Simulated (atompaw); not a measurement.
# Logarithmic derivatives: Mg (Z = 12), PAW (atompaw)

- Element: Mg (Z = 12)
- Generator: atompaw 4.2.0.5
- Type: PAW
- Functional: LDA (PW92)
- Relativity: scalar-relativistic
- Frozen core: [He] 2s2
- Valence charge: 8
- Reference configuration: 2p6 3s2 3p0
- Partial waves: 3s (bound): rc 2.00 bohr; 3s channel at 0.65 Ry: rc 2.00 bohr; 2p (bound): rc 0.85 bohr; 3p (bound, empty): rc 2.00 bohr; 3d channel at 0.45 Ry: rc 2.00 bohr
- Local potential: bessel scheme, radius 1.60 bohr
- Core correction: smooth core density matched at 1.90 bohr
- Augmentation charge: sinc compensation charge, radius 1.85 bohr; PAW radius 2.00 bohr; waves and projectors: custom rrkj gramschmidtortho

The phase is arctan(r·u′/u) with u = r·R(r), unwrapped; energies in Ry, scanned from -5 to 5 Ry. A pole is an energy at which the radial function vanishes at the test radius. The pseudo phase is shifted by a multiple of π to meet the all-electron one at the reference energy, and phase errors are pseudo minus all-electron; the curves can meet again beyond the range given. Levels narrower than the energy grid can be missing from the lists of poles.

Task: For each channel, where are the poles, and over which energies does the pseudopotential scatter like the atom?

Result:

```json
{"channel": "s", "radius (bohr)": "2.01", "reference energy (Ry)": "-0.35", "poles, all-electron": "3.99", "poles, pseudo": "3.27", "unbroken range about the reference energy with phases within 0.05 rad": "below 3.2", "phase error 1 Ry above the reference energy (rad)": "-0.000"}
{"channel": "p", "radius (bohr)": "2.01", "reference energy (Ry)": "-0.10", "poles, all-electron": "-3.36, 4.68", "poles, pseudo": "-3.36, 4.27", "unbroken range about the reference energy with phases within 0.05 rad": "the whole range", "phase error 1 Ry above the reference energy (rad)": "-0.015"}
{"channel": "d", "radius (bohr)": "2.01", "reference energy (Ry)": "0.45", "poles, all-electron": "4.53", "poles, pseudo": "4.71", "unbroken range about the reference energy with phases within 0.05 rad": "the whole range", "phase error 1 Ry above the reference energy (rad)": "+0.004"}
```

Phases in the d channel:

| E (Ry) | all-electron | pseudo |
| --- | --- | --- |
| -5.00 | 1.361 | 1.361 |
| -4.52 | 1.351 | 1.352 |
| -4.04 | 1.341 | 1.341 |
| -3.56 | 1.328 | 1.328 |
| -3.08 | 1.313 | 1.314 |
| -2.60 | 1.296 | 1.296 |
| -2.12 | 1.275 | 1.275 |
| -1.64 | 1.248 | 1.248 |
| -1.16 | 1.213 | 1.213 |
| -0.68 | 1.166 | 1.166 |
| -0.20 | 1.097 | 1.098 |
| 0.28 | 0.991 | 0.991 |
| 0.76 | 0.802 | 0.802 |
| 1.24 | 0.426 | 0.428 |
| 1.72 | -0.254 | -0.245 |
| 2.20 | -0.870 | -0.857 |
| 2.68 | -1.187 | -1.175 |
| 3.16 | -1.353 | -1.341 |
| 3.64 | -1.454 | -1.440 |
| 4.12 | -1.524 | -1.509 |
| 4.60 | -1.579 | -1.560 |
